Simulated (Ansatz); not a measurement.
Ansatz (a quantum-chemistry and plane-wave program) input (HF/3-21G): The .json file is the Basis Set Exchange's 3-21G.

Ansatz 0.2 input:
```yaml
crystal:
  periodic: [false, false, false]
  atoms:
    - {symbol: Mg, position_ang: [-0.00000000, -0.00000000, -0.13407900]}
    - {symbol: H, position_ang: [0.00000000, 0.00000000, 1.60895200]}
basis:
  gaussian:
    orbitals: 3-21G.json
hamiltonian:
  xc: {name: HF}
magnetization: {spin_polarized: true, initial_magnetization: 1}
relax: {f_tol: 0.003, max_steps: 120}
```

Output:

```
Functional definition: HF
integrals: 0.00 GiB planned
166 factors; integrals over basis functions are off by at most 8.5e-5 eV
mean field: 0.04 GiB planned
mean field evaluation 1: about -5414.6219 eV, gradient 3.9e0 eV
mean field evaluation 2: about -5414.6356 eV, gradient 4.0e0 eV
mean field evaluation 4: about -5415.1499 eV, gradient 6.2e-1 eV
mean field evaluation 8: about -5415.1767 eV, gradient 4.0e-3 eV
mean field -5415.17671203 eV, -199.0040736286 hartree, gradient 1.0e-5 eV, S^2 0.761519; 0 other end points of the search recorded, 0 dependent functions left out
the calculation of the forces begins
reference -5415.17671203 eV, -199.0040736286 hartree; 7, 6 occupied and 8, 9 virtual orbitals, 166 factors
relax step   1: F+E_penalty+E_count = -5415.17671203 eV  Δ(F+E_penalty+E_count) = +0.000e0 eV  max|allowed force component| = 1.378e-1 eV/Å  Δτ_max = 0.0000 Å  (28 SCF iters, accepted)
these checks for a lower state are left out or cut short: starts, cluster_reference, orbital_swaps, neighbouring_geometries, increment
integrals: 0.00 GiB planned
166 factors; integrals over basis functions are off by at most 8.6e-5 eV
mean field: 0.04 GiB planned
mean field evaluation 16: about -5415.1778 eV, gradient 3.9e-4 eV
mean field -5415.17778352 eV, -199.0041130052 hartree, gradient 2.3e-5 eV, S^2 0.762344; 0 other end points of the search recorded, 0 dependent functions left out
the calculation of the forces begins
reference -5415.17778352 eV, -199.0041130052 hartree; 7, 6 occupied and 8, 9 virtual orbitals, 166 factors
relax step   2: F+E_penalty+E_count = -5415.17778352 eV  Δ(F+E_penalty+E_count) = -1.071e-3 eV  max|allowed force component| = 1.814e-2 eV/Å  Δτ_max = 0.0091 Å  (26 SCF iters, accepted)
these checks for a lower state are left out or cut short: starts, cluster_reference, orbital_swaps, neighbouring_geometries, increment
integrals: 0.00 GiB planned
166 factors; integrals over basis functions are off by at most 8.5e-5 eV
mean field: 0.04 GiB planned
mean field -5415.17780327 eV, -199.0041137310 hartree, gradient 2.3e-5 eV, S^2 0.762239; 0 other end points of the search recorded, 0 dependent functions left out
the calculation of the forces begins
reference -5415.17780327 eV, -199.0041137310 hartree; 7, 6 occupied and 8, 9 virtual orbitals, 166 factors
relax step   3: F+E_penalty+E_count = -5415.17780327 eV  Δ(F+E_penalty+E_count) = -1.975e-5 eV  max|allowed force component| = 3.026e-4 eV/Å  Δτ_max = 0.0011 Å  (28 SCF iters, accepted)
integrals: 0.00 GiB planned
166 factors; integrals over basis functions are off by at most 8.5e-5 eV
mean field: 0.04 GiB planned
mean field evaluation 32: about -5415.1778 eV, gradient 3.9e-4 eV
mean field -5415.17780327 eV, -199.0041137310 hartree, gradient 2.3e-5 eV, S^2 0.762239; 1 other end points of the search recorded, 0 dependent functions left out
the calculation of the forces begins
reference -5415.17780327 eV, -199.0041137310 hartree; 7, 6 occupied and 8, 9 virtual orbitals, 166 factors
Total energy: -5415.17780327 eV, -199.0041137310 hartree
Atom 0 at     0.000000    -0.000000    -0.142054 Å, force     0.000000     0.000000    -0.000303 eV/Å
Atom 1 at    -0.000000     0.000000     1.616927 Å, force     0.000000     0.000000     0.000303 eV/Å
Dipole moment:     0.000000    -0.000000    -0.286604 e Å
```

The geometry given is a B3LYP-D3(BJ)/def2-TZVP minimum.
